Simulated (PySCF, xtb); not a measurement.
Isomers of CHS2Si+ in order of energy

3 gas-phase structures of CHS2Si+, found in a search over its isomers (lower ones may exist). Each was relaxed with GFN2-xTB:

A. `S=[SiH]C#[S+]`, a singlet
B. a singlet given by its coordinates
C. a singlet given by its coordinates

B (Å):

```xyz
5

C    -2.5794    0.8692    0.0892
S    -1.6714    2.1701   -0.4550
S    -2.2152   -0.6788   -0.4413
Si   -0.5390    0.4744   -1.6362
H    -3.3981    1.0290    0.7788
```

Close contacts (Å): C1–S2 1.68, C1–S3 1.68, S2–Si4 2.36, S3–Si4 2.36, C1–H5 1.08.

C (Å):

```yaml
atoms:
  - { symbol: C, position_ang: [-2.3503, 0.5562, -0.2624] }
  - { symbol: S, position_ang: [-2.3155, 1.9872, 0.6112] }
  - { symbol: S, position_ang: [-1.3183, -0.0758, -1.4454] }
  - { symbol: Si, position_ang: [-3.2067, -1.1102, -0.6605] }
  - { symbol: H, position_ang: [-1.1875, 2.5064, 0.0799] }
```

Close contacts (Å): C1–S2 1.68, C1–S3 1.69, C1–Si4 1.92, S3–Si4 2.29, S2–H5 1.35.

Estimate their order in r2SCAN-D4/def2-SVP energy at these geometries, lowest first.

Calculated order at r2SCAN-D4/def2-SVP: B (0.000), C (0.108), A (0.659) eV.

Energies above the lowest of each column, in eV; the last columns are at B3LYP-D3(BJ)/def2-SVP geometries:

| structure | GFN2-xTB | HF/STO-3G | r2SCAN-D4/def2-SVP | B3LYP-D3(BJ)/def2-SVP | CCSD(T)/def2-SVP + ΔMP2/def2-TZVPP |
| --- | --- | --- | --- | --- | --- |
| B | 0.000 | 0.000 | 0.000 | 0.000 | 0.000 |
| C | 0.793 | 0.504 | 0.108 | 0.159 | 0.222 |
| A | 0.474 | 2.313 | 0.659 | 0.761 | 0.707 |

Every level run on B puts it lowest or level with the lowest. The ΔMP2 step shifts differences by up to 0.272 eV, which makes them less sure. Large T1 diagnostics make some coupled-cluster values less sure. ΔMP2 is the change of the MP2 energy from the smaller to the larger basis.

Programs: PySCF 2.14.0, xtb 6.7.1.
